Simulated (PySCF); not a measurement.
# Spectroscopy problems

Computational details: shielding tensors at PBE0/pcSseg-1 (GIAO), geometry: GFN2-xTB, in PySCF 2.14.0 with density-fitted response routines (no solvent model, one averaged value for each set of equivalent atoms, one computed conformer, non-relativistic Hamiltonian).

Shifts are taken against calculated references (same method and geometry level): ¹H, ¹³C vs TMS. Where no couplings were computed, multiplicities follow the n + 1 count of equivalent neighbours, and m marks all less simple cases (inequivalent or close neighbours, rings, F or P nearby). Shifts are as computed. Against solution values, carbons near 30 ppm lie about +3 ppm off and those near 130 ppm about +5 ppm. Of 1211 compounds with measured shifts, 218 miss one by over three times the rms of a fit or turn the order of signals round; such compounds aren't used in these exercises.

Problem. C11H12. ¹H NMR (400 MHz, computed): δ 7.72 (d, 1H), 7.67 (m, 1H), 7.55 (m, 1H), 7.53 (m, 1H), 7.44 (m, 1H), 6.05 (m, 1H), 5.86 (m, 1H), 5.58 (m, 1H), 5.52 (m, 1H), 5.36 (m, 1H), 3.50 (d, 2H). ¹³C{¹H} NMR (computed): δ 147.6 (CH), 145.0 (CH), 144.7 (C), 141.8 (C), 134.4 (CH), 134.0 (CH), 132.8 (CH), 132.6 (CH), 122.9 (CH2), 121.3 (CH2), 45.6 (CH2). What is it?

Solution. `C=CCc1ccccc1C=C`. Rings plus π bonds: 6 (1 ring in the answer). 11 carbon signals for 11 carbons: no two carbons are equivalent. Carbon types of the structure: 2 × C, 6 × CH, 3 × CH2, which accounts for all hydrogens. δC 147.6, 145.0: alkene CH; as expected for a trigonal carbon in a double bond. δC 144.7, 141.8: substituted aromatic carbon. δC 134.4, 134.0, 132.8, 132.6: aromatic CH; the aromatic region. δC 122.9, 121.3: terminal =CH2 carbon; the olefinic region.

The data come from this structure; uniqueness wasn't tested.

Problem. C11H12. ¹H NMR (300 MHz, computed): δ 7.56 (m, 1H), 7.50 (m, 1H), 7.49 (m, 1H), 7.48 (m, 1H), 6.04 (m, 1H), 5.56 (m, 1H), 5.44 (m, 1H), 3.81 (m, 1H), 3.12 (m, 1H), 2.96 (m, 1H), 2.28 (m, 1H), 1.84 (m, 1H). ¹³C{¹H} NMR (computed): δ 151.7, 151.6, 149.8, 132.3, 131.8, 130.2, 129.8, 122.2, 55.9, 37.9, 35.9. Identify the compound.

Solution. SMILES C=C[C@@H]1CCc2ccccc21. Rings plus π bonds: 6 (2 rings in the answer). 11 carbon signals for 11 carbons: no two carbons are equivalent. Carbon types of the structure: 2 × C, 6 × CH, 3 × CH2, which accounts for all hydrogens. δC 151.7: alkene CH; the olefinic region. δC 151.6, 149.8: substituted aromatic carbon. δC 132.3, 131.8, 130.2, 129.8: aromatic CH; the aromatic region. δC 122.2: terminal =CH2 carbon; the olefinic region.

The data come from this structure; uniqueness wasn't tested.
